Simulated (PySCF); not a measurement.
An unknown is described by computed data only.

Formula: C2H7PSi.

* Rotational structure: rotational constants A, B, C: 10.342, 2.386, 2.347 GHz [PBE0-D3(BJ)/def2-SVP]
* Triplet: lowest triplet excitation (Tamm–Dancoff): 4.83 eV [TDA B3LYP/def2-SVPD]
* UV, first state: lowest singlet excitation: 5.67 eV (219 nm, f = 0.000) [TDDFT B3LYP/def2-SVPD]
* Valence photoelectron: vertical ionisation energy: 8.85 eV [ΔSCF B3LYP/def2-SVPD]
* XPS: Si2p3/2 106.3, P2p3/2 136.4, C1s 290.0 (×2), Si1s 1846.0, P1s 2149.9 eV [ΔSCF SCAN, pcX-2 on the ionised atom, pcseg-1 elsewhere, spin-free X2C, 2p3/2 from a spin–orbit splitting computed afterwards within the 2p shell]
* 1H NMR: chemical shifts (computed TMS as zero) by class: 3.30 (1 H), 2.30 (2 H), 0.83 (2 H), 0.57 (2 H) ppm [GIAO KT2/pcSseg-2]
* Dipole: 0.55 D [B3LYP/def2-SVPD]
* 13C NMR: chemical shifts (computed TMS as zero) by class: -3.8 (2 C) ppm [GIAO KT2/pcSseg-2]
* Polarisability: 81.2 au [B3LYP/def2-SVPD]
* NMR, other nuclei: isotropic shieldings of nuclei other than C and H, by class: 483 (1 Si), 584 (1 P) ppm [GIAO KT2/pcSseg-2]

Gas-phase values; electronic properties from PySCF, density fitting. Levels stand in brackets. The structure is a single PBE0-D3(BJ)/def2-SVP conformer in the gas phase; no vibrational or solvent corrections. NMR classes are plain means over equivalent atoms (diastereotopic ones count apart unless rotation or inversion swaps them), as if these changed places fast.

Question: Propose a structure and show how it fits.

Answer: Numbering: `[PH2:1][SiH:2]1[CH2:3][CH2:4]1`. 2 carbons fall into 1 class: ring sp3 carbon bound to silicon [C3/C4] (-3.8 ppm, 2 C). Hydrogen classes from least to most shielded: 1 H on an SiH silicon, Si2 (3.30 ppm), 2 H on a three-coordinate phosphorus, P1 (2.30 ppm), 2 H on 2 like atoms (sp3 carbon bound to silicon), C3/C4 (0.83 ppm), 2 H on 2 like atoms (sp3 carbon bound to silicon), C3/C4 (0.57 ppm). The other shieldings belong to: 483 ppm, SiH silicon [Si2]; 584 ppm, three-coordinate phosphorus [P1]. The core levels belong to: Si2p3/2 106.3 eV, SiH silicon [Si2]; P2p3/2 136.4 eV, three-coordinate phosphorus [P1]; C1s 290.0 eV, sp3 carbon bound to silicon [C3/C4]; Si1s 1846.0 eV, SiH silicon [Si2]; P1s 2149.9 eV, three-coordinate phosphorus [P1]. The first electron is taken from the HOMO, whose largest Löwdin shares are 0.30 on the SiH silicon and 0.25 on each of 2 atoms of one kind (sp3 carbon bound to silicon). The optimised geometry has point group Cs and is an asymmetric top. Structure: `P[SiH]1CC1`. Computed isomers that give other values at the same levels: `C=C[SiH2]P` (rotational constant A: 9.740 GHz; this holds for the one conformer computed); `[H]/P=C(/C)[SiH3]` (rotational constant A: 6.049 GHz; this holds for the one conformer computed). The assignments are read from this structure; whether some other isomer fits the data as well wasn't checked.

Shape of the structure used: `[PH2:1][SiH:2]1[CH2:3][CH2:4]1`: H–P1–Si2–C3 -159°, H–P1–Si2–C3 106°.
